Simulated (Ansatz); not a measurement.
Reaction (redistribution): `CO[SiH](F)[SeH]` + `F[SiH2]P` → `F[SiH](F)[SeH]` + `CO[SiH2]P`

Gas-phase electronic energies from Ansatz, PBE0-D4/def2-TZVP geometries. CCSD(T)/CBS is the MP2 limit (def2-TZVPP, def2-QZVPP) plus CCSD(T) − MP2 in def2-TZVPP, frozen cores. For Se outer-core shells are correlated without core-valence functions, which leaves a few kJ/mol of doubt a bond. Scalar relativity is left out up to krypton. One conformer a species, not always the lowest.

```csv
species,CCSD(T)/CBS(def2) energy (Eh)
`CO[SiH](F)[SeH]`,-2905.94213
`F[SiH2]P`,-732.27050
`F[SiH](F)[SeH]`,-2890.73294
`CO[SiH2]P`,-747.47858
```

(1) Work out ΔE.

Largest T1 diagnostic among the species: 0.013.

Answers

(1) ΔE = (-2890.73294) + (-747.47858) − (-2905.94213) − (-732.27050) = 0.00111 Eh = +0.03 eV.
